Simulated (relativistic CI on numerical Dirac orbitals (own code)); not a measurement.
## Re6+ (5d) in a crystal field

Calculated by Dirac-Coulomb-Breit CI, KLI orbitals optimised for each configuration, model QED (radiative potential, 1s self-energy scaled to tabulated hydrogen-like ionisation energies), valence Slater integrals scaled by 0.75, one configuration in a parametric crystal field (own radial code).

Field parameters in Wybourne normalisation: Oh B⁴₀ = 21Dq, B⁴₄ = √(5/14) B⁴₀. The field is a parameter set, without covalency.

S is read from ⟨S²⟩ = S(S + 1).

Powder χT (cm³ K mol⁻¹) by Van Vleck's formula, with temperature-independent terms:

```csv
Field,2 K,5 K,10 K,20 K,50 K,100 K,200 K,300 K
"Oh, 10Dq = 10000 cm⁻¹",0.166,0.166,0.166,0.167,0.168,0.17,0.175,0.179
"Oh, 10Dq = 18000 cm⁻¹",0.0879,0.0881,0.0884,0.089,0.0908,0.0939,0.1,0.106
"Oh, 10Dq = 25950 cm⁻¹",0.052,0.0522,0.0526,0.0533,0.0553,0.0588,0.0657,0.0726
"Oh, 10Dq = 33950 cm⁻¹",0.0338,0.034,0.0344,0.0351,0.0373,0.0409,0.0482,0.0555
"Oh, 10Dq = 41950 cm⁻¹",0.0236,0.0238,0.0242,0.0249,0.0272,0.031,0.0385,0.046
```

Task: For Oh, 10Dq = 33950 cm⁻¹: what effective moment follows at 300 K?

Result: μ_eff = √(8χT) = 0.67 μB. The ground level has S = 0.50; the spin-only moment for S = 1/2 is 1.73 μB. The difference comes from the orbital moment, spin-orbit mixing of terms and temperature-independent paramagnetism, all larger in this ionic model than in covalent complexes.
